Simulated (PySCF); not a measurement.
# Electron correlation in Bi⁻ (bismuth, charge -1)

[Xe] 4f14 5d10 6s2 6p4, high-spin 3P determinant. All numbers are calculated (PySCF 2.14, scalar relativity by spin-free X2C-1e, in x2c-TZVPPall with one added diffuse shell each of s, p, d, f type (12s8p7d4f, 99 functions)). Frozen: [Xe] 4f14 5d10; 6 electrons correlated.

MP2 pair energies summed by pair of shells (mhartree):

```
 pair  energy  share (%)
6p-6p  -34.83       46.3
6s-6p  -32.89       43.7
6s-6s   -7.55       10.0
```

Total MP2 correlation energy: -75.27 mhartree.

Same-spin part -18.11 and opposite-spin part -57.16 mhartree; SCS-MP2 scales them by 1/3 and 6/5 to -74.63 mhartree.

Spin-orbit coupling is strong in this species, so the high-spin LS determinant is a model state.
